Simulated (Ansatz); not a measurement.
C3H10Si2, SMILES `CC1[SiH2]C[SiH2]1`, 15 atoms. Charge 0, multiplicity 1. All runs use 4 threads of an Intel Xeon 6975P-C on a shared host. Correlated methods freeze the cores.

Q: How many basis functions does each run have, and how long does it take in Ansatz? RKS ωB97M-V/def2-QZVPP energy; RHF-MP2/def2-QZVPP energy; RHF-CCSD(T)/def2-TZVPP energy; RKS PBE0-D4/def2-TZVP frequencies; RKS r2SCAN-D4/def2-TZVPP energy and forces; RKS PBE0-D4/def2-TZVP relaxation (5 steps); RKS PBE0-D4/def2-TZVPP energy; RKS LC-ωPBE/def2-TZVPP energy; direct RPA on PBE orbitals/def2-TZVPP energy; RKS PBE0-D4/def2-SVP energy; RKS ωB97M-V/def2-SVP energy; RKS PBE0-D4/def2-QZVPP energy. (Best estimate.)

A: Ansatz gave: Other jobs shared the machine, so times are rough.

```json
{"level": "RKS PBE0-D4/def2-SVP", "job": "energy", "functions": "128", "wall time": "0.8 s", "peak host memory (GiB)": "0.34"}
{"level": "RKS LC-ωPBE/def2-TZVPP", "job": "energy", "functions": "317", "wall time": "2.3 s", "peak host memory (GiB)": "0.79"}
{"level": "RKS ωB97M-V/def2-SVP", "job": "energy", "functions": "128", "wall time": "2.8 s", "peak host memory (GiB)": "0.46"}
{"level": "RKS PBE0-D4/def2-TZVPP", "job": "energy", "functions": "317", "wall time": "3.2 s", "peak host memory (GiB)": "1"}
{"level": "RKS r2SCAN-D4/def2-TZVPP", "job": "energy and forces", "functions": "317", "wall time": "3.7 s", "peak host memory (GiB)": "0.56"}
{"level": "direct RPA on PBE orbitals/def2-TZVPP", "job": "energy", "functions": "317", "wall time": "4.6 s", "peak host memory (GiB)": "1"}
{"level": "RKS PBE0-D4/def2-QZVPP", "job": "energy", "functions": "611", "wall time": "9 s", "peak host memory (GiB)": "2.7"}
{"level": "RKS PBE0-D4/def2-TZVP", "job": "relaxation (5 steps)", "functions": "227", "wall time": "14 s", "peak host memory (GiB)": "0.72"}
{"level": "RKS ωB97M-V/def2-QZVPP", "job": "energy", "functions": "611", "wall time": "17 s", "peak host memory (GiB)": "3.3"}
{"level": "RHF-MP2/def2-QZVPP", "job": "energy", "functions": "611", "wall time": "24 s", "peak host memory (GiB)": "5.6"}
{"level": "RKS PBE0-D4/def2-TZVP", "job": "frequencies", "functions": "227", "wall time": "2.6 min", "peak host memory (GiB)": "0.75"}
{"level": "RHF-CCSD(T)/def2-TZVPP", "job": "energy", "functions": "317", "wall time": "3.4 min", "peak host memory (GiB)": "4.5"}
```

LC-ωPBE has ω = 0.4 bohr⁻¹.
